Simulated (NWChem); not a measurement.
System: GaF, singlet; SMILES [F][Ga]

The following NWChem deck was run.

```
start job
memory heap 200 mb stack 900 mb global 1100 mb
geometry units angstroms
  Ga     0.000000     0.000000    -0.398287
  F      0.000000     0.000000     1.387790
end
basis spherical
  Ga library def2-tzvpp
  F library def2-tzvpp
end
dft
  xc pbe0
  iterations 150
end
driver
  maxiter 120
end
task dft optimize
task dft freq
```

Parts of the log:

```
             Northwest Computational Chemistry Package (NWChem) 7.3.0
             --------------------------------------------------------

 ORDER OF PRIMARY AXIS IS BEING SET TO 4
 C4V symmetry detected

                             Geometry "geometry" -> ""
                             -------------------------

 Output coordinates in angstroms (scale by  1.889725989 to convert to a.u.)

  No.       Tag          Charge          X              Y              Z
 ---- ---------------- ---------- -------------- -------------- --------------
    1 Ga                  31.0000     0.00000000     0.00000000    -0.40186733
    2 F                    9.0000     0.00000000     0.00000000     1.38420968

 Effective nuclear repulsion energy (a.u.)      82.6618631061

      Symmetry information
      --------------------

 Group name             C4v
 Group number             18
 Group order               8
 No. of unique centers     2

                                Z-matrix (autoz)
                                --------

 Units are Angstrom for bonds and degrees for angles

      Type          Name      I     J     K     L     M      Value
      ----------- --------  ----- ----- ----- ----- ----- ----------
    1 Stretch                  1     2                       1.78608

                           NWChem Geometry Optimization
                           ----------------------------

 maximum gradient threshold         (gmax) =   0.000450
 rms gradient threshold             (grms) =   0.000300
 maximum cartesian step threshold   (xmax) =   0.001800
 rms cartesian step threshold       (xrms) =   0.001200
 fixed trust radius                (trust) =   0.300000
 source of zmatrix                         =   autoz

          -------------------
          Energy Minimization
          -------------------

 Using diagonal initial Hessian
 Scaling for Hessian diagonals: bonds = 1.00  angles = 0.25  torsions = 0.10

          --------
          Step   0

                                 NWChem DFT Module
                                 -----------------

 Summary of "ao basis" -> "ao basis" (spherical)
 ------------------------------------------------------------------------------
       Tag                 Description            Shells   Functions and Types
 ---------------- ------------------------------  ------  ---------------------
 Ga                        def2-tzvpp               16       48   6s5p4d1f
 F                         def2-tzvpp               11       31   5s3p2d1f

      Symmetry analysis of basis
      --------------------------

        a1         27
        a2          0
        b1          8
        b2          8
        e          36

            General Information
            -------------------
          SCF calculation type: DFT
          Wavefunction type:  closed shell.
          No. of atoms     :     2
          No. of electrons :    40
           Alpha electrons :    20
            Beta electrons :    20
          Charge           :     0
          Spin multiplicity:     1
          Use of symmetry is: on ; symmetry adaption is: on
          Maximum number of iterations: 150
          AO basis - number of functions:    79
                     number of shells:    27
          Convergence on energy requested:  1.00D-06
          Convergence on density requested:  1.00D-05
          Convergence on gradient requested:  5.00D-04

              XC Information
              --------------
                         PBE0 Method XC Functional
                     Hartree-Fock (Exact) Exchange  0.250
          PerdewBurkeErnzerhof Exchange Functional  0.750
            Perdew 1991 LDA Correlation Functional  1.000 local
           PerdewBurkeErnz. Correlation Functional  1.000 non-local

             Grid Information
             ----------------
          Grid used for XC integration:  medium
          Radial quadrature: Mura-Knowles
          Angular quadrature: Lebedev.
          Tag              B.-S. Rad. Rad. Pts. Rad. Cut. Ang. Pts.
          ---              ---------- --------- --------- ---------
          Ga                  1.30      112           7.0       590
          F                   0.50       49           7.0       434
          Grid pruning is: on
          Number of quadrature shells:   161
          Spatial weights used:  Erf1

      Superposition of Atomic Density Guess
      -------------------------------------

 Sum of atomic energies:       -2022.64276265

      Non-variational initial energy
      ------------------------------

 Total energy =   -2022.527773
 1-e energy   =   -2989.064034
 2-e energy   =     883.874398
 HOMO         =      -0.330234
 LUMO         =       0.014160

      Symmetry analysis of molecular orbitals - initial
      -------------------------------------------------

 !! scf_movecs_sym_adapt:   16 vectors were symmetry contaminated

  Symmetry fudging

 !! scf_movecs_sym_adapt:   14 vectors were symmetry contaminated

  Numbering of irreducible representations:

     1 a1          2 a2          3 b1          4 b2          5 e

  Orbital symmetries:

     1 a1          2 a1          3 a1          4 e           5 e
     6 a1          7 a1          8 a1          9 e          10 e
    11 a1         12 a1         13 e          14 e          15 b1
    16 b2         17 a1         18 e          19 e          20 a1
    21 e          22 e          23 a1         24 b1         25 b2
    26 a1         27 e          28 e          29 a1         30 e

   convergence    iter        energy       DeltaE   RMS-Dens  Diis-err
 ---------------- ----- ----------------- --------- --------- ---------
 d= 0,ls=0.0,diis     1  -2024.3591185939 -2.11D+03  1.52D-02  9.11D-01
 d= 0,ls=0.0,diis     2  -2023.9674013743  3.92D-01  9.66D-03  5.41D+00
 d= 0,ls=0.0,diis     3  -2024.4455526448 -4.78D-01  1.20D-03  2.84D-02
 d= 0,ls=0.0,diis     4  -2024.4458168756 -2.64D-04  5.32D-04  2.38D-02
 d= 0,ls=0.0,diis     5  -2024.4466791349 -8.62D-04  6.11D-05  6.98D-05
  Resetting Diis
 d= 0,ls=0.0,diis     6  -2024.4466827179 -3.58D-06  7.39D-06  4.55D-07
 d= 0,ls=0.0,diis     7  -2024.4466827837 -6.59D-08  1.38D-06  1.58D-08

         Total DFT energy =    -2024.446682783744
      One electron energy =    -2989.280531685974
           Coulomb energy =      967.377729433615
    Exchange-Corr. energy =      -85.205743637464
 Nuclear repulsion energy =       82.661863106079

 Numeric. integr. density =       39.999995185913

                  Occupations of the irreducible representations
                  ----------------------------------------------

                     irrep           alpha         beta
                     --------     --------     --------
                     a1               10.0         10.0
                     a2                0.0          0.0
                     b1                1.0          1.0
                     b2                1.0          1.0
                     e                 8.0          8.0

                       DFT Final Molecular Orbital Analysis
                       ------------------------------------

 Vector   18  Occ=2.000000D+00  E=-3.850215D-01  Symmetry=e
              MO Center= -1.7D-16, -1.9D-16,  1.3D+00, r^2= 6.3D-01
   Bfn.  Coefficient  Atom+Function         Bfn.  Coefficient  Atom+Function
  ----- ------------  ---------------      ----- ------------  ---------------
    55      0.442441  2 F  py                58      0.363407  2 F  py
    61      0.252102  2 F  py                54      0.190376  2 F  px
    57      0.156369  2 F  px                60      0.108476  2 F  px
    17      0.084133  1 Ga py                23     -0.071809  1 Ga d -1
    20      0.051185  1 Ga py                11     -0.037783  1 Ga py

 Vector   19  Occ=2.000000D+00  E=-3.850215D-01  Symmetry=e
              MO Center=  2.3D-17, -2.9D-16,  1.3D+00, r^2= 6.3D-01
   Bfn.  Coefficient  Atom+Function         Bfn.  Coefficient  Atom+Function
  ----- ------------  ---------------      ----- ------------  ---------------
    54      0.442441  2 F  px                57      0.363407  2 F  px
    60      0.252102  2 F  px                55     -0.190376  2 F  py
    58     -0.156369  2 F  py                61     -0.108476  2 F  py
    16      0.084133  1 Ga px                25      0.071809  1 Ga d  1
    19      0.051185  1 Ga px                10     -0.037783  1 Ga px

 Vector   20  Occ=2.000000D+00  E=-2.863352D-01  Symmetry=a1
              MO Center= -2.1D-15,  3.9D-17, -4.8D-01, r^2= 2.4D+00
   Bfn.  Coefficient  Atom+Function         Bfn.  Coefficient  Atom+Function
  ----- ------------  ---------------      ----- ------------  ---------------
     5      0.534220  1 Ga s                  6      0.507026  1 Ga s
    56      0.241251  2 F  pz                 4     -0.229025  1 Ga s
    18     -0.215032  1 Ga pz                59      0.195779  2 F  pz
     3     -0.181707  1 Ga s                 62      0.159670  2 F  pz
    12      0.098011  1 Ga pz                21     -0.097653  1 Ga pz

 Vector   21  Occ=0.000000D+00  E=-5.047789D-02  Symmetry=e
              MO Center=  5.8D-15,  3.7D-15, -5.1D-01, r^2= 3.8D+00
   Bfn.  Coefficient  Atom+Function         Bfn.  Coefficient  Atom+Function
  ----- ------------  ---------------      ----- ------------  ---------------
    19      0.655010  1 Ga px                16      0.409847  1 Ga px
    20     -0.236109  1 Ga py                10     -0.164417  1 Ga px
    17     -0.147736  1 Ga py                54     -0.116855  2 F  px
    60     -0.111302  2 F  px                57     -0.089587  2 F  px
    40      0.070411  1 Ga d  1               7      0.062640  1 Ga px

 Vector   22  Occ=0.000000D+00  E=-5.047789D-02  Symmetry=e
              MO Center= -2.4D-15, -2.3D-15, -5.1D-01, r^2= 3.8D+00
   Bfn.  Coefficient  Atom+Function         Bfn.  Coefficient  Atom+Function
  ----- ------------  ---------------      ----- ------------  ---------------
    20      0.655010  1 Ga py                17      0.409847  1 Ga py
    19      0.236109  1 Ga px                11     -0.164417  1 Ga py
    16      0.147736  1 Ga px                55     -0.116855  2 F  py
    61     -0.111302  2 F  py                58     -0.089587  2 F  py
    38     -0.070411  1 Ga d -1               8      0.062640  1 Ga py

[...]

      ----------------------
      Optimization converged
      ----------------------

  Step       Energy      Delta E   Gmax     Grms     Xrms     Xmax
  ---- ---------------- -------- -------- -------- -------- --------
@    1   -2024.44668931 -6.5D-06  0.00011  0.00011  0.00039  0.00067
                                     ok       ok       ok       ok

                                Z-matrix (autoz)
                                --------

 Units are Angstrom for bonds and degrees for angles

      Type          Name      I     J     K     L     M      Value     Gradient
      ----------- --------  ----- ----- ----- ----- ----- ---------- ----------
    1 Stretch                  1     2                       1.78678    0.00011

                         Geometry "geometry" -> "geometry"
                         ---------------------------------

 Output coordinates in angstroms (scale by  1.889725989 to convert to a.u.)

  No.       Tag          Charge          X              Y              Z
 ---- ---------------- ---------- -------------- -------------- --------------
    1 Ga                  31.0000     0.00000000     0.00000000    -0.40222037
    2 F                    9.0000     0.00000000     0.00000000     1.38456272

 Effective nuclear repulsion energy (a.u.)      82.6291977393

      Symmetry information
      --------------------

 Group name             C4v
 Group number             18
 Group order               8
 No. of unique centers     2

                Final and change from initial internal coordinates
                --------------------------------------------------

                                Z-matrix (autoz)
                                --------

 Units are Angstrom for bonds and degrees for angles

      Type          Name      I     J     K     L     M      Value       Change
      ----------- --------  ----- ----- ----- ----- ----- ---------- ----------
    1 Stretch                  1     2                       1.78678    0.00071

 ==============================================================================
                                internuclear distances
 ------------------------------------------------------------------------------
       center one      |      center two      | atomic units |  angstroms
 ------------------------------------------------------------------------------
    2 F                |   1 Ga               |     3.37653  |     1.78678
 ------------------------------------------------------------------------------
                         number of included internuclear distances:          1
 ==============================================================================

[second-derivative integrals and response iterations left out]

  Vibrational analysis via the FX method

  See chapter 2 in "Molecular Vibrations" by Wilson, Decius and Cross

  Vib: Default input used

 ---------------------------- Atom information ----------------------------
     atom    #        X              Y              Z            mass
 --------------------------------------------------------------------------
    Ga       1  0.0000000D+00  0.0000000D+00 -7.6008628D-01  6.8925700D+01
    F        2  0.0000000D+00  0.0000000D+00  2.6164441D+00  1.8998400D+01
 --------------------------------------------------------------------------

[unprojected Hessian and modes left out]

        Vibrational analysis via the FX method
  --- with translations and rotations projected out ---
  --- via the Eckart algorithm                      ---
 Dependent rotation vector no.                    3
  found in ECKART; assuming linear geometry
 Projected Nuclear Hessian trans-rot subspace norm:7.7037D-34
                         (should be close to zero!)

[projected Hessian left out]

 Rotational Constants
 --------------------
 A=   0.000000 cm-1  (  0.000000 K)
 B=   0.354541 cm-1  (  0.510094 K)
 C=   0.354541 cm-1  (  0.510094 K)

 Temperature                      =   298.15K
 frequency scaling parameter      =   1.0000

 Linear Molecule

 Zero-Point correction to Energy  =    0.881 kcal/mol  (  0.001404 au)
 Thermal correction to Energy     =    2.456 kcal/mol  (  0.003914 au)
 Thermal correction to Enthalpy   =    3.048 kcal/mol  (  0.004858 au)

 Total Entropy                    =   54.379 cal/mol-K
   - Translational                =   39.317 cal/mol-K (mol. weight =  87.9241)
   - Rotational                   =   14.641 cal/mol-K (symmetry #  =        1)
   - Vibrational                  =    0.422 cal/mol-K

 Cv (constant volume heat capacity) =    5.962 cal/mol-K
   - Translational                  =    2.979 cal/mol-K
   - Rotational                     =    1.986 cal/mol-K
   - Vibrational                    =    0.997 cal/mol-K

[normal modes left out]

 ----------------------------------------------------------------------------
 Normal Eigenvalue ||           Projected Infra Red Intensities
  Mode   [cm**-1]  || [atomic units] [(debye/angs)**2] [(KM/mol)] [arbitrary]
 ------ ---------- || -------------- ----------------- ---------- -----------
    1        0.000 ||    0.000969           0.022         0.945       0.436
    2        0.000 ||    0.000969           0.022         0.945       0.436
    3        0.000 ||    0.003517           0.081         3.428       1.582
    4        0.000 ||    0.003517           0.081         3.428       1.582
    5        0.000 ||    0.000000           0.000         0.000       0.000
    6      616.518 ||    0.124428           2.871       121.299      55.964
 ----------------------------------------------------------------------------
```

Level: PBE0/def2-TZVPP. Low-valent species are run as closed-shell singlets; no triplet was tried in these runs.
